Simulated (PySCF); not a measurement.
VOCl₂, SMILES [O]=[V]([Cl])[Cl] (connectivity only; charge and spin as stated), neutral, multiplicity 2. Atoms are numbered in the order given.

```xyz
4

V      0.0000     0.0000     0.3283
O      0.0000     0.0000     1.8580
Cl     0.0000     1.9254    -0.6592
Cl     0.0000    -1.9254    -0.6592
```
Charge 0, spin multiplicity 2.

Coordinates come from a ωB97X-D3(BJ)/def2-SVP optimisation. The multiplicity is an assumed one; other spin states were not compared. The isomer is the one that the SMILES or the coordinates give; other isomers of the formula were not compared.

These are TDA-PBE/def2-SVPD (PySCF) values and carry that method's errors.

Vertical excitations. 

Computed UV-visible absorptions:
| state | energy (eV) | λ (nm) | f | main pairs |
|---|---|---|---|---|
| root 1 | 0.60 | 2050 | 0.000 | α HOMO→LUMO 100 % |
| root 2 | 1.94 | 639 | 0.001 | α HOMO→LUMO+1 99 % |
| root 3 | 2.71 | 457 | 0.000 | α HOMO−1→LUMO 98 % |
| root 4 | 2.97 | 417 | 0.001 | α HOMO→LUMO+2 98 % |
| root 5 | 3.10 | 399 | 0.000 | α HOMO−2→LUMO 97 % |
| root 6 | 3.15 | 394 | 0.000 | β HOMO→LUMO 98 % |
| root 7 | 3.24 | 382 | 0.005 | α HOMO−3→LUMO 68 %, β HOMO−2→LUMO 30 % |
| root 8 | 3.25 | 382 | 0.001 | α HOMO−4→LUMO 56 %, β HOMO−3→LUMO 39 % |
| root 9 | 3.40 | 365 | 0.006 | α HOMO→LUMO+3 94 % |
| root 10 | 3.51 | 354 | 0.000 | β HOMO−1→LUMO 96 % |
Unrestricted roots are not spin-pure.
